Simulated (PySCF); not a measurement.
A calculated (MN15, PySCF 2.14, aug-cc-pVQZ-DK, the spin-free X2C one-electron Hamiltonian (Gaussian nucleus)) atom or ion has these occupied shells.

```
shell  electrons  orbital energy (eV)  rms radius, mean of both spins (bohr)
 1s β          1              -6992.0                                 0.0675
 1s α          1              -6991.9                                 0.0675
 2s α          1              -814.16                                  0.293
 2s β          1              -813.83                                  0.293
 2p α          3              -705.09                                  0.261
 2p β          3              -704.50                                  0.261
 3s α          1              -99.228                                  0.891
 3s β          1              -97.529                                  0.891
 3p α          3              -68.108                                  0.946
 3p β          3              -65.534                                  0.946
 3d α          5              -15.506                                   1.39
 3d β          2              -12.879                                   1.39
```

(1) Name the element and its charge.

## Answers

(1) Fe⁺ (iron, charge +1), in [Ar] 3d7, high-spin 4F determinant (an excited configuration).
